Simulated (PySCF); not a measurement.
## GaBr: script and output

File input.py (PySCF 2.14):

```python
from pyscf import gto, scf, tdscf

mol = gto.M(
    atom='Ga 0 0 0; Br 0 0 2.32',
    basis='cc-pvdz-dk',
    charge=0,
    spin=0,
    symmetry=True,
    verbose=3,
)
mf = scf.RHF(mol)
mf = mf.sfx2c1e()
mf.kernel()
td = tdscf.TDHF(mf)
td.nstates = 3
td.kernel()
td.analyze()
mf.dip_moment()
print('orbital energies (hartree):', mf.mo_energy[..., max(0, mol.nelec[1]-3):mol.nelec[0]+3].round(4))
```

```bash
$ OMP_NUM_THREADS=1 python input.py
```

The log:

```
converged SCF energy = -4546.52481734595
Excitation energies (eV)
[4.78072114 4.78072114 6.67941916]

** Singlet excitation energies and oscillator strengths **
Excited State   1:  E1x      4.78072 eV    259.34 nm  f=0.1305
Excited State   2:  E1y      4.78072 eV    259.34 nm  f=0.1305
Excited State   3:  ???      6.67942 eV    185.62 nm  f=0.0000
Dipole moment(X, Y, Z, Debye): -0.00000, -0.00000, -2.30402
orbital energies (hartree): [-0.4067 -0.4067 -0.3417  0.036   0.036   0.1213]
```

In short: E(SCF) = -4546.524817 Eh, μz(SCF) = -2.30 D, first singlet excitations without spin–orbit coupling 4.78, 4.78, 6.68 eV.

Run time: 4.2 s on 1 thread of Arm Neoverse V1 (shared host).

With symmetry on the solver can miss roots, and labels of degenerate states are those of a subgroup. Stability towards an unrestricted solution was not tested. The bond length is a typed value, not an optimised one.
